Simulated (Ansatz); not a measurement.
Abridged output of a molecular run in Ansatz:

```
Functional definition: HF
1094 factors; integrals over basis functions are off by at most 1.1e-3 eV
mean field evaluation 1: about -16161.1647 eV, gradient 4.9e1 eV
mean field evaluation 2: about -16161.2520 eV, gradient 4.9e1 eV
mean field evaluation 4: about -16165.9011 eV, gradient 3.3e0 eV
mean field evaluation 8: about -16165.9494 eV, gradient 2.4e-1 eV
mean field -16165.94971083 eV, -594.0876941987 hartree, gradient 1.3e-6 eV, S^2 0.000000; 0 other end points of the search recorded, 0 dependent functions left out
10 core orbitals not correlated: weight in the atoms' cores, before any rotation towards them, 1.000 or more for the frozen orbitals, at most 0.000 for the correlated occupied ones
reference -16165.94971083 eV, -594.0876941987 hartree; 18, 18 occupied and 85, 85 virtual orbitals, 1094 factors
second order -24.38591656 eV of doubles, -0.00000000 eV of singles
cycle   1  -24.75529634 eV  change   -3.7e-1 eV  update   1.1e-1
cycle   2  -25.26180254 eV  change   -5.1e-1 eV  update   3.0e-2
cycle   3  -25.40970741 eV  change   -1.5e-1 eV  update   1.6e-2
cycle   4  -25.40509725 eV  change    4.6e-3 eV  update   3.6e-3
cycle   5  -25.40223400 eV  change    2.9e-3 eV  update   1.5e-3
cycle   6  -25.40241778 eV  change   -1.8e-4 eV  update   4.8e-4
cycle   7  -25.40229622 eV  change    1.2e-4 eV  update   1.7e-4
cycle   8  -25.40218370 eV  change    1.1e-4 eV  update   5.9e-5
cycle   9  -25.40217290 eV  change    1.1e-5 eV  update   2.1e-5
perturbative correction -0.52432051 eV, -0.0192684233 hartree
Total energy: -16191.87620423 eV, -595.0404752577 hartree
```

Its atoms:

Cartesian coordinates in Å:
```
O 0.912 -1.152 1.751
Al -0.487 -1.080 0.814
F -1.740 -2.108 1.118
C -0.620 0.217 -0.626
C 0.573 1.118 -0.784
F 0.383 2.002 -1.841
H 1.063 -1.758 2.474
H -0.797 -0.334 -1.558
H -1.522 0.817 -0.458
H 0.749 1.724 0.110
H 1.486 0.554 -1.000
```

Problem. Which basis set was used?
A. def2-SVP
B. def2-SVPD
C. def2-QZVPP
D. cc-pV(T+d)Z

Solution. A. It gives 113 functions.

Problem. Write the keys of the input that set method, charge and spin (a neutral closed shell needs none for the last two).

Solution. 
```yaml
correlation: {method: ccsd_t}
```
